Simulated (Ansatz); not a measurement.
Ga₁₄P₁₃H₃₄⁻, a nanocrystal cut from zinc blende GaP (hydrogen-capped), relaxed as a singlet with RKS PBE-D4/def2-SVP in Ansatz, starting from a model built from a lattice or polyhedron. Force threshold 0.03 eV/Å.

Single mean-field runs in def2-SVP are fitted with def2-universal-jkfit.

Start:

Cartesian coordinates in Å:
```
P 4.265 -1.202 -1.088
P 2.437 -3.536 1.373
P 2.273 0.944 -3.584
P -1.584 0.790 -3.619
P -1.429 -3.703 1.328
P -3.444 -1.534 -1.158
P 0.425 -1.380 -1.135
P 2.264 0.303 1.839
P 0.277 2.425 -0.703
P -1.592 0.130 1.793
P 0.376 -2.002 4.267
P -3.617 2.312 -0.688
P -1.759 3.954 2.224
Ga 2.336 -1.132 -2.487
Ga 0.496 -3.446 -0.021
Ga 4.173 0.537 0.481
Ga 2.328 -1.769 2.957
Ga -1.502 -1.307 -2.488
Ga 0.341 1.047 -4.973
Ga 2.174 2.694 -2.029
Ga -1.684 2.520 -2.036
Ga -3.346 -3.628 -0.034
Ga -1.538 -1.959 2.923
Ga -3.527 0.209 0.441
Ga 0.341 0.370 0.463
Ga 0.137 4.193 0.904
Ga -1.677 1.889 3.367
H 5.396 -1.070 -1.921
H 4.297 -2.437 -0.424
H 2.471 -4.752 2.035
H 3.551 -3.373 0.572
H 3.388 1.062 -4.374
H -2.739 0.812 -4.434
H -1.379 -4.907 1.990
H -4.561 -1.479 -1.959
H 2.180 1.323 2.743
H 0.424 -3.241 4.947
H 0.359 -0.973 5.218
H -4.749 2.325 -1.512
H -3.651 3.337 0.224
H -2.948 3.993 1.413
H -1.835 4.983 3.224
H 2.406 -2.292 -3.495
H 0.564 -4.586 -1.044
H 5.436 0.483 1.376
H 4.126 1.877 -0.259
H 3.574 -1.839 3.817
H -1.466 -2.420 -3.529
H 0.390 -0.112 -5.998
H 0.273 2.370 -5.689
H 2.105 4.046 -2.753
H 3.457 2.653 -1.123
H -1.734 3.848 -2.774
H -3.300 -4.756 -1.055
H -4.598 -3.770 0.842
H -2.782 -2.096 3.818
H -4.773 0.046 1.294
H 1.417 4.150 1.802
H 0.122 5.528 0.187
H -0.406 1.830 4.274
H -2.959 1.716 4.247
```

(1) Estimate the energy that the relaxation releases and the steps that it takes.

(2) Does the start keep its bonding?

(3) Predict the relaxed structure.

Results:

(1) 3.76 eV, in 17 steps; 75 s on 11 threads of AMD EPYC 7R13 on a shared host and a whole NVIDIA H100 80GB HBM3. No frequencies were taken in this run, so the end may be a saddle point.

(2) By distances, no bond broke or formed. The bond that changes most is P13–Ga26, from 2.32 to 2.45 Å (atoms count from 1).

(3) 
Cartesian coordinates in Å:
```
P 4.185 -0.632 -1.239
P 2.303 -3.216 1.521
P 1.955 0.930 -3.772
P -1.594 0.758 -3.592
P -1.447 -3.640 1.217
P -3.388 -1.593 -1.050
P 0.405 -1.374 -1.179
P 2.182 0.377 1.785
P 0.281 2.467 -0.758
P -1.648 0.152 1.770
P 0.183 -1.938 4.201
P -3.529 2.154 -0.803
P -1.341 3.787 2.376
Ga 2.250 -1.124 -2.655
Ga 0.507 -3.470 -0.123
Ga 4.455 0.377 0.961
Ga 2.321 -1.489 3.205
Ga -1.546 -1.390 -2.562
Ga 0.099 0.925 -5.312
Ga 2.242 2.692 -2.146
Ga -1.583 2.667 -2.170
Ga -3.484 -3.813 -0.102
Ga -1.813 -1.943 2.831
Ga -3.665 0.154 0.539
Ga 0.248 0.408 0.361
Ga 0.473 4.260 0.806
Ga -1.609 1.712 3.588
H 5.102 0.045 -2.102
H 4.906 -1.871 -1.163
H 2.548 -4.476 2.157
H 3.559 -3.101 0.843
H 3.135 0.980 -4.588
H -2.862 0.795 -4.263
H -1.341 -4.870 1.948
H -4.547 -1.518 -1.892
H 2.042 1.501 2.659
H 0.297 -3.142 4.970
H 0.026 -1.016 5.281
H -4.683 2.175 -1.652
H -3.890 3.267 0.023
H -2.601 4.080 1.763
H -1.377 4.844 3.344
H 2.597 -2.437 -3.469
H 0.840 -4.750 -0.986
H 5.187 -0.764 1.806
H 5.051 1.825 0.821
H 3.498 -1.621 4.246
H -1.538 -2.571 -3.614
H 0.101 -0.421 -6.153
H -0.006 2.344 -6.014
H 2.181 4.104 -2.863
H 3.509 2.281 -1.276
H -1.819 4.048 -2.899
H -3.257 -4.875 -1.255
H -4.689 -3.925 0.924
H -3.074 -2.190 3.749
H -5.003 0.116 1.379
H 1.771 4.059 1.699
H 0.128 5.653 0.133
H -0.244 1.515 4.386
H -2.995 1.716 4.360
```
Bond lengths (bridged metal pairs left out): 37 × Ga–P 2.34 to 2.45 Å; 19 × Ga–H 1.57 to 1.60 Å; 15 × H–P 1.43 to 1.44 Å.
